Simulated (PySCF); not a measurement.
Compound: C5H6F2.
Numbering: `[CH2:1]=[CH:2]/[C:3]([F:4])=[C:5](\[CH3:6])[F:7]` (hydrogens: H8, H9 on C1; H10 on C2; H11, H12, H13 on C6)

Method: PBE0-D3(BJ)/def2-SVP geometry optimisation, gas phase in PySCF 2.14.0.

**Question.** List the bond lengths, angles and torsions at this level.

**Answer.** 
| bond | length (Å) |
| --- | --- |
| C1=C2 | 1.340 |
| C2–C3 | 1.448 |
| C3–F4 | 1.337 |
| C3=C5 | 1.347 |
| C5–C6 | 1.481 |
| C5–F7 | 1.335 |
| C1–H8 | 1.092 |
| C1–H9 | 1.091 |
| C2–H10 | 1.093 |
| C6–H11, C6–H12, C6–H13 | 1.100 |

Bonds in one row agree within 0.01 Å and their mean is given. A selection of angles:
| angle | degrees |
| --- | --- |
| C2–C1–H8 | 121.2 |
| C2–C1–H9 | 120.9 |
| H8–C1–H9 | 118.0 |
| C1–C2–C3 | 123.4 |
| C1–C2–H10 | 120.0 |
| C3–C2–H10 | 116.6 |
| C2–C3–F4 | 115.4 |
| C2–C3–C5 | 126.8 |
| F4–C3–C5 | 117.8 |
| C3–C5–C6 | 128.6 |
| C3–C5–F7 | 118.0 |
| C6–C5–F7 | 113.5 |
| C5–C6–H11 | 112.4 |
| C5–C6–H12 | 110.0 |
| H11–C6–H12 | 108.6 |
| H12–C6–H13 | 107.3 |

Torsions: C1–C2–C3–F4 0° (synperiplanar); C2–C3–C5–C6 0° (synperiplanar).

Of the pairs four or more bonds apart, H10···H11 is among the closest relative to their van der Waals radii: 2.12 Å, 88 % of the sum of Bondi's values. The C–C distances run from 1.340 Å (C1=C2, drawn double) to 1.481 Å (C5–C6, drawn single), a spread of 0.141 Å. The 7 heavy atoms lie in one plane (0.001 Å rms).

Point group: Cs (tolerance 0.08 Å). PBE0-D3(BJ)/def2-SVP frequencies: not computed here. The numbers are those of one conformer.

The run took 74 s wall on one thread of an Arm Neoverse V1 (shared host), and the process peaked at 0.50 GiB of memory. These figures are those of the optimisation.
